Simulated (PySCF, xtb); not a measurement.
C2H4Cl2Si2, SMILES C#C[Si](Cl)(Cl)[SiH3].

GFN2-xTB run with xtb at its own geometry gives an orbital gap of 4.12 eV and a dipole moment of 1.95 D.

Geometry optimised at B3LYP-D3(BJ)/def2-SVP. This is a generated structure with no PubChem entry under its InChIKey; it may be hypothetical.

Task: What does PBE0/def2-TZVP in PySCF give? (An estimate is asked for; the answer gives what the named calculation found.)

Result: gap 7.17 eV (levels -8.30 and -1.13 eV), dipole 2.11 D.
